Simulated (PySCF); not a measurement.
H₃S, SMILES [SH3+], charge +1.

The structure is a stationary point at B3LYP-D3(BJ)/def2-TZVPD. The isomer is the one that the SMILES or the coordinates give; other isomers of the formula were not compared.

Level of theory: CAM-B3LYP/def2-TZVPD (PySCF).

Gas-phase values at a fixed geometry.

```json
{
  "total_energy": "-399.69043 hartree",
  "point_group": "C3v",
  "highest_occupied_level": "-19.60 eV",
  "lowest_empty_level": "-5.94 eV",
  "orbital_gap": "13.66 eV",
  "dipole_moment_about_the_centre_of_nuclear_charge": "1.52 D",
  "mean_static_polarisability": "17.8 bohr³ (2.64 Å³)",
  "polarisability_principal_values": "17.0, 18.2, 18.2 bohr³"
}
```
